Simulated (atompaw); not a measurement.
**V (Z = 23) PAW (atompaw): all-electron and pseudo phase curves**

atompaw 4.2.0.5 input, output lines left out:

```
V 23
GGA-PBE scalarrelativistic loggrid 1500 logderivrange -5 5 251
4 4 3 0 0 0
4 0 1.5
4 1 0.5
3 2 3
0 0 0
c
c
c
v
c
v
v
v
2
2.85 2.80 2.25 2.55
y
-0.05
n
n
y
1.85
n
custom rrkj gramschmidtortho sinc
bessel
2.85
2.85
1.35
2.85
1.95
2.85
```

The phase is arctan(r·u′/u) with u = r·R(r), unwrapped; energies in Ry, scanned from -5 to 5 Ry. A pole is an energy at which the radial function vanishes at the test radius. The pseudo phase is shifted by a multiple of π to meet the all-electron one at the reference energy, and phase errors are pseudo minus all-electron; the curves can meet again beyond the range given. Levels narrower than the energy grid can be missing from the lists of poles.

For each channel, where are the poles, and over which energies does the pseudopotential scatter like the atom?

```csv
channel,radius (bohr),reference energy (Ry),"poles, all-electron","poles, pseudo",unbroken range about the reference energy with phases within 0.05 rad,phase error 1 Ry above the reference energy (rad)
s,2.87,-0.38,1.28,"1.27, 4.00",below 2.7,-0.000
p,2.87,-0.13,"-3.27, 2.11","-3.27, 1.95",below 3.2,-0.015
d,2.87,-0.43,"-0.28, 3.50","-0.28, 3.63",below 4.7,+0.008
```

Phases in the s channel:

```
E (Ry)  all-electron  pseudo
 -5.00         1.408   1.401
 -4.76         1.399   1.395
 -4.52         1.392   1.390
 -4.28         1.385   1.384
 -4.04         1.378   1.377
 -3.80         1.370   1.369
 -3.56         1.361   1.360
 -3.32         1.351   1.350
 -3.08         1.340   1.339
 -2.84         1.326   1.325
 -2.60         1.310   1.310
 -2.36         1.291   1.290
 -2.12         1.266   1.266
 -1.88         1.236   1.235
 -1.64         1.194   1.194
 -1.40         1.135   1.135
 -1.16         1.046   1.046
 -0.92         0.896   0.896
 -0.68         0.607   0.607
 -0.44         0.030   0.030
 -0.20        -0.670  -0.670
  0.04        -1.078  -1.078
  0.28        -1.281  -1.281
  0.52        -1.396  -1.396
  0.76        -1.470  -1.471
  1.00        -1.524  -1.524
  1.24        -1.565  -1.566
  1.48        -1.600  -1.602
  1.72        -1.630  -1.634
  1.96        -1.660  -1.666
  2.20        -1.689  -1.701
  2.44        -1.720  -1.742
  2.68        -1.756  -1.799
  2.92        -1.798  -1.897
  3.16        -1.852  -2.148
  3.40        -1.928  -3.442
  3.64        -2.044  -4.444
  3.88        -2.244  -4.655
  4.12        -2.629  -4.756
  4.36        -3.279  -4.830
  4.60        -3.855  -4.905
  4.84        -4.163  -5.000
```
